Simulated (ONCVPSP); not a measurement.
## Before and after: ONCV potential for Ir

ONCVPSP 4.0.1 input, shortened (lines: element, Z, core and valence counts, functional; n l f; lmax; l rc ep ncon nbas qcut; lloc lpopt rc5 dvloc0; l nproj debl; icmod fcfact rcfact), PBE, fully relativistic:

```
  Ir 77.00   10    4        4      upf
    1    0    2.00
    2    0    2.00
    2    1    6.00
    3    0    2.00
    3    1    6.00
    3    2   10.00
    4    0    2.00
    4    1    6.00
    4    2   10.00
    4    3   14.00
    5    0    2.00
    5    1    6.00
    5    2    7.00
    6    0    1.00
    2
    0    1.85    0.00    3    7    7.00
    1    1.95    0.00    4    8    7.70
    2    1.50    0.00    4    7    5.40
    4    4    1.25    0.00
    0    2    2.50
    1    2    1.10
    2    2    1.50
    3    5.50    1.65
```

Open shells are filled in proportion to 2j + 1.

In the p channel the program set the typed energies aside and used -2.180, 0.250 Ha (j = l + 1/2; the other j can differ).

Change: all radii but the core radius scaled by about 1.18 (s 2.18, p 2.30, d 1.78 bohr); local potential polynomial inside 1.48 bohr (lpopt 4, dvloc0 0 Ha). In the p channel the program set the typed energies aside and used -2.180, 0.050 Ha (j = l + 1/2; the other j can differ).

Cutoffs: the cutoffs (Ha) at which the residual kinetic energy of the hardest occupied pseudo-wave falls to 1 and 0.1 mHa per electron; they do not see the model core or the augmentation charge, which bear on the density cutoff. Errors are all-electron minus pseudo energies relative to the spin-unpolarised reference configuration.

**Question.** What does the change do?

**Answer.** The potential gets softer (26 Ha and 62 Ha → 25 Ha and 50 Ha); the errors of the 4 common tests hardly move; neither file shows a bound ghost. A larger radius leaves more room for a smooth pseudo-wave, so fewer plane waves are needed.

| quantity | base | changed |
| --- | --- | --- |
| cutoff, loose | 26 Ha | 25 Ha |
| cutoff, tight | 62 Ha | 50 Ha |
| loose cutoff by channel | s 15 Ha, p 17 Ha, d 26 Ha | s 10 Ha, p 16 Ha, d 25 Ha |
| bound ghosts | none | none |
| GHOST(+) flags under 300 eV | none | s at 295.4 eV |
| error for 5s2 5p6 5d7 6s2, meV [ΔE -9.89 eV] | -5.3 | -6.0 |
| error for 5s2 5p6 5d7 6s0, meV [ΔE 17.47 eV] | -10 | -11 |
| error for 5s2 5p6 5d6 6s0, meV [ΔE 48.01 eV] | -25 | -26 |
| error for 5s2 5p6 5d7 6s0 6p1, meV [ΔE 6.40 eV] | -4.4 | -4.3 |
| rms error of d²Exc/dni dnj with the model core, mHa | 2.24 | 2.26 |

Base: These tests converged, but a pseudo level misses the all-electron one widely, so the file describes the atom poorly there or has found another state: 5s2 5p6 5d7 6s0 6p1: empty 6s by 6.9 eV. Changed file: These tests converged, but a pseudo level misses the all-electron one widely, so the file describes the atom poorly there or has found another state: 5s2 5p6 5d7 6s0 6p1: empty 6s by 6.9 eV.
